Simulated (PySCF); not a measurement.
Isomers of C9H8O2, one GFN2-xTB conformer each. Single-point energies are computed at PBE0/pcSseg-1 (PySCF, gas phase, no added dispersion term), electronic only.

**Question.** Rank them by PBE0/pcSseg-1 energy, lowest first (kcal/mol).
A. `[CH3:1][C:2](=[O:3])[c:4]1[cH:5][cH:6][cH:7][cH:8][cH:9][c:10]1=[O:11]` with C1–C2–C4–C5 151°
B. `[CH2:1]=[CH:2][O:3][C:4](=[O:5])[c:6]1[cH:7][cH:8][cH:9][cH:10][cH:11]1` with C1–C2–O3–C4 180°, C2–O3–C4–O5 0°, O3–C4–C6–C7 0°
C. `[O:1]=[CH:2][c:3]1[cH:4][cH:5][cH:6][c:7]2[c:8]1[CH2:9][O:10][CH2:11]2` with O1–C2–C3–C4 180°
D. `[CH2:1]=[C:2]1[CH:3]=[CH:4][CH:5]=[C:6]([C:7](=[O:8])[OH:9])[CH:10]=[CH:11]1` with C5–C6–C7–O8 -179°, C6–C7–O9–H 180°

**Answer.** B (0.0), C (4.9), D (18.2), A (21.3).

GFN2-xTB itself gives, in the same order: 4.7, 0.0, 27.7, 31.8. GFN2-xTB puts O=Cc1cccc2c1COC2 lowest instead; measured from each level's own lowest isomer, the values differ by up to 10.5 kcal/mol (CC(=O)c1cccccc1=O: 31.8 against 21.3).

**Question.** Which frontier levels, dipoles and rotational constants go with these structures?

**Answer.** 
| SMILES | HOMO (eV, PBE0/pcSseg-1) | LUMO (eV) | dipole (D) | A, B, C (MHz) |
| --- | --- | --- | --- | --- |
| C=COC(=O)c1ccccc1 | -7.38 | -1.66 | 2.15 | 2980, 634.2, 522.9 |
| O=Cc1cccc2c1COC2 | -6.97 | -2.06 | 4.15 | 1540, 1247, 695.1 |
| C=C1C=CC=C(C(=O)O)C=C1 | -5.93 | -2.53 | 2.24 | 2669, 697.0, 552.8 |
| CC(=O)c1cccccc1=O | -7.29 | -2.79 | 4.78 | 1931, 938.5, 670.9 |
